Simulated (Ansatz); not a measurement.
Consider the ligand exchange at the Si–C bond: `FC[C]1=[C]([SiH3])[AlH]1` + `[OH][Al]([OH])[Br]` → `[OH][Al]([Br])[O][SiH3]` + `FC[C]1=[CH][AlH]1`.

Isolated molecules relaxed with PBE0-D4/def2-TZVP in Ansatz; ΔE leaves out vibrations. CCSD(T)/CBS adds triple-zeta CCSD(T) − MP2 to the extrapolated MP2 energy (def2 sets, frozen cores). Functionals use def2-TZVPP. For Br outer-core shells are correlated without core-valence functions, which leaves a few kJ/mol of doubt a bond. Scalar relativity is left out up to krypton. One conformer a species, not always the lowest.

| level | ΔE (kJ/mol) |
| --- | --- |
| PBE0-D4 | -76.2 |
| ωB97X-V | -86.0 |
| CCSD/def2-TZVPP | -91.3 |
| CCSD(T)/def2-TZVPP | -86.0 |

(1) What does CCSD(T)/CBS give? (An estimate is asked.)

Largest T1 diagnostic among the species: 0.013.

Results:

(1) Ansatz gave: -85.2 kJ/mol. The listed levels differ from it by 9.0, -0.8, -6.1, -0.8 kJ/mol.

From PBE to PBE0 (25 % exact exchange), in def2-TZVPP and without D4, ΔE moves by −8.0 kJ/mol. The D4 term adds +5.4 kJ/mol with B3LYP and +2.8 kJ/mol with PBE0; it sums over pairs of atoms, weighted by their polarisabilities, and B3LYP, whose exchange is more repulsive, gets the larger term. In def2-TZVPP, CCSD(T) changes the Hartree–Fock value by +28.3 kJ/mol (the triples alone add +5.3 kJ/mol) and MP2 by +30.0 kJ/mol.

B3LYP here is the variant with VWN-RPA as its local correlation; programs differ in this.
